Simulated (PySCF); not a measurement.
Electron correlation in Al²⁺ (aluminium, charge +2)

[Ne] 3p1, 2P determinant (an excited configuration). Calculation: PySCF 2.14, in x2c-TZVPPall with one added diffuse shell each of s, p, d type (6s6p4d1f, 51 functions); the spin-free X2C one-electron Hamiltonian (Gaussian nucleus). Frozen: 1s2; 9 electrons correlated.

```
  level  correlation energy (mhartree)
   CCSD                        -144.35
    (T)                          -1.04
CCSD(T)                        -145.39
```

Diagnostics: T1 = 0.0034, D1 = 0.0078, largest double amplitude 0.012.

Is a single reference adequate?

Yes: T1 lies below 0.03 and no double amplitude reaches 0.07.

This basis was not built for core-valence correlation, so the inner-shell part is incomplete.
